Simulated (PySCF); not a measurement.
pent-4-en-1-ol (C₅H₁₀O), SMILES C(CCCO)=C. Geometry optimised at PBE-D3(BJ)/def2-SVP. The values are those of a single conformer.

Computed equilibrium geometry at PBE-D3(BJ)/def2-SVP (PySCF confirms it by a frequency run) as a Z-matrix (one conformer of several):
```
C
H 1 1.1102
H 1 1.1111 2 107.31
C 1 1.5027 2 109.91 3 118.12
C 4 1.3445 1 125.47 2 12.25
H 5 1.1014 4 121.77 1 179.84
H 5 1.1036 6 116.95 4 -179.52
H 4 1.1057 5 118.86 6 -0.03
C 1 1.5433 2 109.02 3 -116.18
H 9 1.1111 1 108.67 2 59.93
H 9 1.1111 10 106.99 1 118.61
C 9 1.5246 10 108.88 11 116.56
H 12 1.1183 9 108.97 10 -54.51
H 12 1.1186 13 106.59 9 117.83
O 12 1.4202 13 111.88 14 122.14
H 15 0.9730 12 107.73 13 -63.28
```
Charge 0, spin multiplicity 1.
